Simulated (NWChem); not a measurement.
System meant: CHCl₂, doublet; SMILES [CH](Cl)Cl

The following NWChem deck was run.

```
start job
memory heap 200 mb stack 700 mb global 900 mb
geometry units angstroms noautoz
  Cl    -0.173850     0.007799     1.470435
  C      0.680973     0.042420     0.000000
  Cl    -0.173850     0.007799    -1.470435
  H      1.697460    -0.355374     0.000000
end
basis spherical
  * library def2-svp
end
dft
  odft
  mult 2
  xc xpbe96 cpbe96
  iterations 4
  mulliken
end
task dft energy
```

End of the output:

```
     --------------------------
     Expectation value of S2:
     --------------------------
      <S2> =      0.7524 (Exact =     0.7500)

 center of mass
 --------------
 x =  -0.04622269 y =   0.00679509 z =   0.00000000

 moments of inertia (a.u.)
 ------------------
         540.495489093789          -0.000000000000           0.000000000000
          -0.000000000000         577.615001663546           0.000000000000
           0.000000000000           0.000000000000          38.093280907853

     Multipole analysis of the density
     ---------------------------------

     L   x y z        total         alpha         beta         nuclear
     -   - - -        -----         -----         ----         -------
     0   0 0 0     -0.000000    -21.000000    -20.000000     41.000000

     1   1 0 0      0.261593     -0.313507      0.575100      0.000000
     1   0 1 0     -0.158108     -0.246126      0.088018      0.000000
     1   0 0 1     -0.000000     -0.000000     -0.000000      0.000000

     2   2 0 0    -21.437910    -23.815580    -21.601555     23.979224
     2   1 1 0     -0.476172     -0.128237      0.587847     -0.935782
     2   1 0 1     -0.000000      0.000000     -0.000000      0.000000
     2   0 2 0    -23.153551    -12.792948    -10.769697      0.409094
     2   0 1 1     -0.000000     -0.000000     -0.000000      0.000000
     2   0 0 2    -22.363861   -144.137048   -140.750353    262.523540

 ------------------------------------------------------------------------
 dft energy failed                                                                                  0
 ------------------------------------------------------------------------
 ------------------------------------------------------------------------
  current input line :
    19: task dft energy
 ------------------------------------------------------------------------
 ------------------------------------------------------------------------
 This type of error is most commonly associated with calculations not reaching convergence criteria
 ------------------------------------------------------------------------
 For more information see the NWChem manual at https://nwchemgit.github.io

0:dft energy failed:Received an Error in Communication
```

**Question.** Find the fault in this run and fix the input.

**Answer.** Convergence was not reached. Cause: the SCF was allowed too few iterations. This input runs:
```
start job
memory heap 200 mb stack 700 mb global 900 mb
geometry units angstroms noautoz
  Cl    -0.173850     0.007799     1.470435
  C      0.680973     0.042420     0.000000
  Cl    -0.173850     0.007799    -1.470435
  H      1.697460    -0.355374     0.000000
end
basis spherical
  Cl library def2-svp
  C library def2-svp
  H library def2-svp
end
dft
  odft
  mult 2
  xc xpbe96 cpbe96
  iterations 150
  mulliken
end
task dft energy
```
It converges to -958.29535 Ha (PBE/def2-SVP, spin-unrestricted).
